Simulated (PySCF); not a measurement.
C3H12AlNSi.
Cartesian coordinates in Å at the PBE0-D3(BJ)/def2-SVP level; atoms count from 1:
```
atom  x, y, z in Å
C1    -2.013   -1.582   -0.064
N2    -1.778   -0.213   -0.457
Al3   -0.323    0.791   -0.236
C4    -0.317    2.628   -0.903
C5     1.224   -0.020    0.654
Si6    2.311   -1.033   -0.483
H7    -2.855   -1.689    0.646
H8    -1.122   -1.993    0.436
H9    -2.225   -2.246   -0.923
H10   -2.584    0.190   -0.926
H11   -0.226    3.349   -0.073
H12    0.546    2.803   -1.566
H13   -1.229    2.886   -1.465
H14    1.841    0.782    1.096
H15    0.891   -0.672    1.481
H16    3.525   -1.588    0.198
H17    2.784   -0.201   -1.637
H18    1.544   -2.188   -1.052
```

Computed at PBE0/pcSseg-1 (PySCF, non-relativistic), with Q(14N) = 0.02044 b, Q(27Al) = 0.1466 b: N2, 14N (I = 1): χzz = -3.936 MHz, η = 0.753; Al3, 27Al (I = 5/2): χzz = 38.99 MHz, η = 0.156.

Question: Where would the pure quadrupole (NQR) lines of 14N at N2 fall for the rigid, isolated species?

Answer: From ν± = (3/4)|χ|(1 ± η/3) and ν0 = |χ|η/2: ν+ 3.693 MHz, ν− 2.212 MHz, ν0 1.481 MHz (nitrogen bonded to Al, C and H).

Question: Where would the pure quadrupole (NQR) lines of 27Al at Al3 fall for the rigid, isolated species?

Answer: From the eigenvalues of H = χ/[4I(2I − 1)] × [3Iz² − I(I + 1) + η(Ix² − Iy²)], steps between neighbouring levels, labelled as for η = 0: ±1/2↔±3/2 6.001 MHz, ±3/2↔±5/2 11.64 MHz (aluminium bonded to 2 C and N).

In a crystal, neighbours and librations shift these lines. With so small a basis the couplings can be 20 % off.

One conformer stands for the species.
